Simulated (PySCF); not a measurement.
**Zn (zinc, neutral) across methods**

[Ar] 3d9 4s2 4p1, one real determinant (an excited configuration). All numbers are calculated (PySCF 2.14, scalar relativity by spin-free X2C-1e, in x2c-TZVPPall (6s5p4d2f1g, 64 functions)). The B2PLYP total includes its PT2 part (frozen core); its orbital energies are those of the SCF part.

```json
{"method": "PBE0", "E (hartree)": "-1795.240", "mean ε 4s α (eV)": "-9.510", "mean ε 4s β (eV)": "-8.356", "mean ε 4p α (eV)": "-3.375", "Σ⟨r²⟩ (bohr²)": "36.77", "⟨S²⟩": "2.005"}
{"method": "r2SCAN", "E (hartree)": "-1795.464", "mean ε 4s α (eV)": "-8.705", "mean ε 4s β (eV)": "-7.752", "mean ε 4p α (eV)": "-2.712", "Σ⟨r²⟩ (bohr²)": "36.60", "⟨S²⟩": "2.008"}
{"method": "B2PLYP", "E (hartree)": "-1795.191", "mean ε 4s α (eV)": "-10.431", "mean ε 4s β (eV)": "-8.996", "mean ε 4p α (eV)": "-4.094", "Σ⟨r²⟩ (bohr²)": "36.98", "⟨S²⟩": "2.006"}
{"method": "LDA", "E (hartree)": "-1792.461", "mean ε 4s α (eV)": "-8.596", "mean ε 4s β (eV)": "-7.805", "mean ε 4p α (eV)": "-2.349", "Σ⟨r²⟩ (bohr²)": "36.46", "⟨S²⟩": "2.002"}
{"method": "PBE", "E (hartree)": "-1795.227", "mean ε 4s α (eV)": "-8.397", "mean ε 4s β (eV)": "-7.536", "mean ε 4p α (eV)": "-2.392", "Σ⟨r²⟩ (bohr²)": "36.71", "⟨S²⟩": "2.003"}
{"method": "M06-L", "E (hartree)": "-1795.409", "mean ε 4s α (eV)": "-8.452", "mean ε 4s β (eV)": "-7.498", "mean ε 4p α (eV)": "-2.373", "Σ⟨r²⟩ (bohr²)": "36.70", "⟨S²⟩": "2.005"}
{"method": "r2SCAN0", "E (hartree)": "-1795.426", "mean ε 4s α (eV)": "-9.731", "mean ε 4s β (eV)": "-8.526", "mean ε 4p α (eV)": "-3.579", "Σ⟨r²⟩ (bohr²)": "36.69", "⟨S²⟩": "2.008"}
{"method": "UHF", "E (hartree)": "-1793.91649", "mean ε 4s α (eV)": "-12.051", "mean ε 4s β (eV)": "-9.772", "mean ε 4p α (eV)": "-5.663", "Σ⟨r²⟩ (bohr²)": "37.55", "⟨S²⟩": "2.011"}
{"method": "HSE06", "E (hartree)": "-1795.250", "mean ε 4s α (eV)": "-9.132", "mean ε 4s β (eV)": "-8.052", "mean ε 4p α (eV)": "-2.954", "Σ⟨r²⟩ (bohr²)": "36.71", "⟨S²⟩": "2.004"}
```

⟨L²⟩ = 8.01 against 12 for a pure F term, so this real determinant mixes terms.
